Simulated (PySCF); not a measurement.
Computed Raman spectrum (relative Raman activity) of a molecule C₄H₅F. Geometry optimised at PBE0-D3(BJ)/def2-SVP. The values are those of a single conformer. The numbers are results of PBE0-D3(BJ)/def2-SVP run with PySCF, not measurements. Harmonic, unscaled wavenumbers; measured fundamentals usually lie a few per cent lower.

Lines under 2 % of the strongest are left out, and lines within 2 cm⁻¹ are merged.

ν (cm⁻¹): 849 (vw), 891 (vw), 1012 (w), 1079 (w), 1141 (w), 1195 (vw), 1231 (vw), 1383 (w), 1450 (w), 1669 (w), 3070 (m), 3075 (vs), 3141 (s), 3211 (s), 3245 (s) (against the strongest line: vs over 80 %, s over 45 %, m over 15 %, w over 4 %, vw less)

Pick the molecule that these values belong to.
A) C=C=C(C)F
B) C=CC(=C)F
C) C=C/C=C/F
D) F[C@H]1C=CC1

D, F[C@H]1C=CC1
